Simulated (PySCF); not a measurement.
# Relaxation of triplet Ca₂Se

Level of theory: PySCF, UB3LYP, basis Se def2-SVP, Ca def2-SVP (no relativity, density fitting). A (50,194) grid was used.

A hand-made linear start, of D∞h symmetry, held to at least that symmetry:

Coordinates in bohr (charge 0 multiplicity 3):
```
Se    0.0000    0.0000    0.0000
Ca    0.0000    0.0000    5.4235
Ca    0.0000    0.0000   -5.4235
```

At each step, columns x, y, z (Å) and Fx, Fy, Fz (eV/Å):

```
step 0  E − E(last) = 38.55 kJ/mol
Se   0.000   0.000   0.000   0.000   0.000   0.000
Ca   0.000   0.000   2.870   0.000   0.000  -1.384
Ca   0.000   0.000  -2.870   0.000   0.000   1.384
step 1  E − E(last) = 17.93 kJ/mol
Se   0.000   0.000   0.000   0.000   0.000   0.000
Ca   0.000   0.000   2.782   0.000   0.000  -1.029
Ca   0.000   0.000  -2.782   0.000   0.000   1.029
step 2  E − E(last) = 0.69 kJ/mol
Se   0.000   0.000   0.000   0.000   0.000   0.000
Ca   0.000   0.000   2.592   0.000   0.000   0.257
Ca   0.000   0.000  -2.592   0.000   0.000  -0.257
step 3  E − E(last) = 0.07 kJ/mol
Se   0.000   0.000   0.000   0.000   0.000   0.000
Ca   0.000   0.000   2.630   0.000   0.000  -0.081
Ca   0.000   0.000  -2.630   0.000   0.000   0.081
step 4  E − E(last) = 0.00 kJ/mol
Se   0.000   0.000   0.000   0.000   0.000   0.000
Ca   0.000   0.000   2.621   0.000   0.000  -0.004
Ca   0.000   0.000  -2.621   0.000   0.000   0.004
```

It ends at D∞h with Se–Ca 2.621 Å (×2); Ca–Se–Ca 180.0°. A frequency run shows 2 imaginary modes (one degenerate set), down to 22i cm⁻¹, so it is a higher-order saddle point. Other isomers or separated fragments may lie lower.

The relaxation took about 30 core-seconds on a shared host.
